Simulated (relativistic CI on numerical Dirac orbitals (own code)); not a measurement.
Computed by Dirac-Coulomb-Breit CI, KLI orbitals optimised for each configuration, model QED, unscaled Slater integrals (own radial code, finite nucleus).

CI space (outside the closed core [Ne]): 3s2 3p3, 3s 3p4, 3s2 3p2 3d, 3p5, 3s 3p3 3d, 3p4 3d, 3s 3p2 3d2, 3s2 3p2 4s, 3s2 3p 3d 4p, 3s2 3p2 4p, 3p4 4s, 3p4 4p, 3s 3p2 3d 4s, 3s2 3p2 4d, 3s 3p3 4s, 3s2 3p2 4f, 3s 3p3 4p, 3p3 3d 4p, 3s 3p3 4d, 3s2 3p2 5s, 3s2 3p2 5p, 3s 3p3 4f, 3s2 3p 4s 4p, 3s2 3p2 5d, 3s2 3p2 5f, 3s2 3p2 5g, 3s 3p2 4s2, 3s2 3p2 6s, 3s 3p3 5s, 3s2 3p 3d2, 3s2 3d3, 3s 3p 3d3, 3s2 3d2 4s, 3s2 3d2 4p, 3s2 3d2 4d, 3p3 3d2, 3p2 3d3, 3p2 3d2 4s, 3p2 3d2 4p, 3p2 3d2 4d, 3s2 3p 3d 4s, 3s 3p 3d2 4s, 3s2 3d 4s2, 3s2 3d 4s 4p, 3s2 3d 4s 4d, 3s 3p2 3d 4p, 3s 3p 3d2 4p, 3s 3p 3d 4s 4p, 3s 3p 3d 4p2, 3s 3p 3d 4p 4d, 3p3 3d 4s, 3p2 3d 4s2, 3p2 3d 4s 4p, 3p2 3d 4s 4d, 3s2 3p 4s2, 3s 3p 3d 4s2, 3s2 4s2 4p, 3s2 4s2 4d, 3s2 3p 4p2, 3s2 3d 4p2, 3s2 4s 4p2, 3s2 4p3, 3s2 4p2 4d. Double excitations out of closed p, d and f shells are left out; levels of such configurations are missing from the list, as are those of other unlisted configurations, and high levels can miss mixing partners. These lack a partner that the ground configuration has and come out too high: 3s2 3p2 4f, 3s 3p3 4d, 3s2 3p2 5s, 3s2 3p2 5p, 3s 3p3 4f.

At this charge energies of transitions that change n are usually good to better than 1 %, and those within a shell (Δn = 0) to a few per cent.

Outline of the computed level scheme of Fe XII. Lowest level of each configuration: 3s2 3p3 4S°_3/2 at 0.0000 eV; 3s 3p4 4P_5/2 at 33.9566 eV; 3s2 3p2 3d 2P_3/2 at 48.8446 eV; 3s 3p3 3d 6D°_1/2 at 77.4255 eV.

Some strong electric-dipole decays among the lowest 45 levels: 3s2 3p2 3d 2F_7/2 → 3s2 3p3 2D°_5/2 (1.1e+11 s⁻¹); 3s2 3p2 3d 2F_5/2 → 3s2 3p3 2D°_3/2 (1.1e+11 s⁻¹); 3s2 3p2 3d 2D_5/2 → 3s2 3p3 2P°_3/2 (9.7e+10 s⁻¹); 3s2 3p2 3d 4P_3/2 → 3s2 3p3 4S°_3/2 (9.3e+10 s⁻¹); 3s2 3p2 3d 4P_5/2 → 3s2 3p3 4S°_3/2 (9.1e+10 s⁻¹); 3s2 3p2 3d 4P_1/2 → 3s2 3p3 4S°_3/2 (8.8e+10 s⁻¹); 3s2 3p2 3d 2D_3/2 → 3s2 3p3 2P°_1/2 (7.6e+10 s⁻¹); 3s2 3p2 3d 2P_1/2 → 3s2 3p3 2P°_1/2 (7.1e+10 s⁻¹).

LS names give the leading component of a level, which can be under half, so a name can repeat, a term be missing and a line seem to break the LS rules.
